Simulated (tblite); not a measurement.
`C(O[SiH2]O)C[SiH3]`. Structure optimised with GFN2-xTB, isolated species.

```
atom  x, y, z in Å
O1     3.6247   -0.8908   -0.0390
Si2    2.3644    0.1121    0.1152
O3     1.1342   -0.8490    0.5640
C4    -0.1705   -0.4999    0.9185
C5    -0.9348    0.1789   -0.2057
Si6   -2.7413    0.5479    0.2502
H7     3.6248   -1.7222    0.4289
H8     2.6144    1.1209    1.1483
H9     2.1954    0.7148   -1.2022
H10   -0.6702   -1.4317    1.2071
H11   -0.1412    0.1591    1.7956
H12   -0.8874   -0.4618   -1.0877
H13   -0.4128    1.1019   -0.4642
H14   -3.4330   -0.7010    0.5766
H15   -2.7842    1.4397    1.4115
H16   -3.3901    1.1899   -0.8935
```

(1) Give the dihedral angles C4–C5–Si6–H16, H9–Si2–O3–C4, H8–Si2–O3–C4, O1–Si2–O3–C4, H7–O1–Si2–O3.

(2) What is the repulsion energy of the bare nuclei, Σ ZA·ZB/RAB?

(3) Which two atoms are farthest apart?

(4) Work out the bond lengths O1–Si2, O1–H7, Si2–H9, C4–H10, C4–H11, Si6–H14 in bohr.

(5) How far are the heavy atoms from their best plane (unweighted least squares)?

(6) Where is the centre of mass (commonest isotopes), and what is the radius of gyration?

(7) What are the angles Si2–O3–C4, O3–C4–H11, O3–C4–C5, Si6–C5–H13, H12–C5–H13?

(8) How far apart are these pairs, which share no bond: O3···H7, C4···H7, C4···H14, H9···H15, H10···H12, H11···H13?

(9) Write the matrix of distances between heavy atoms (Å, lower triangle).

Results:

(1) C4–C5–Si6–H16 180° (antiperiplanar); H9–Si2–O3–C4 -70° (synclinal); H8–Si2–O3–C4 56° (synclinal); O1–Si2–O3–C4 175° (antiperiplanar); H7–O1–Si2–O3 -23° (synperiplanar). Dihedral signs follow IUPAC: positive where, seen along the central bond, the front bond turns clockwise onto the rear one.

(2) 371.97 Eh over 120 pairs, with full nuclear charges and distances in bohr; the largest single term is 36.63 Eh (O1 with Si2).

(3) H7···H16, 7.71 Å; the next longest distance is 7.37 Å.

(4) For O1–Si2 the difference vector is (-1.2603, 1.0030, 0.1542) Å, of length 1.6181 Å. 1 bohr = 0.529177 Å. O1–Si2 3.058; O1–H7 1.803; Si2–H9 2.756; C4–H10 2.071; C4–H11 2.074; Si6–H14 2.767 bohr.

(5) 0.233 Å rms; O1 0.23, Si2 0.38, O3 0.11, C4 0.20, C5 0.28, Si6 0.05 Å (magnitudes).

(6) Mass 122.022 u; centre at (0.402, -0.097, 0.247) Å; Rg = √(Σ m r²/M) = 2.423 Å. As Ia + Ib + Ic = 2 Σ m r², the three principal moments sum to 1432.9 u·Å².

(7) From the scalar product of the two bond vectors; for Si2–O3–C4 it is -1.4286 Å² over 1.6244 × 1.3963 Å², cos θ = -0.6298. Si2–O3–C4 129.0°; O3–C4–H11 109.2°; O3–C4–C5 113.2°; Si6–C5–H13 110.3°; H12–C5–H13 106.5°.

(8) O3···H7 2.643 Å (3 bonds apart); C4···H7 4.017 Å (4 bonds apart); C4···H14 3.287 Å (3 bonds apart); H9···H15 5.670 Å (6 bonds apart); H10···H12 2.501 Å (3 bonds apart); H11···H13 2.464 Å (3 bonds apart).

(9) 
```
O1    0.000
Si2   1.618  0.000
O3    2.563  1.624  0.000
C4    3.934  2.729  1.396  0.000
C5    4.686  3.315  2.435  1.519  0.000
Si6   6.533  5.126  4.132  2.855  1.899  0.000
```

Its GFN2-xTB frequencies are all real (lowest 37 cm⁻¹). One conformer, not necessarily the lowest. 3 starts were optimised and ended at 0.00, 1.02 and 1.24 kcal/mol (GFN2-xTB); the lowest of these is shown.

These are computed values.
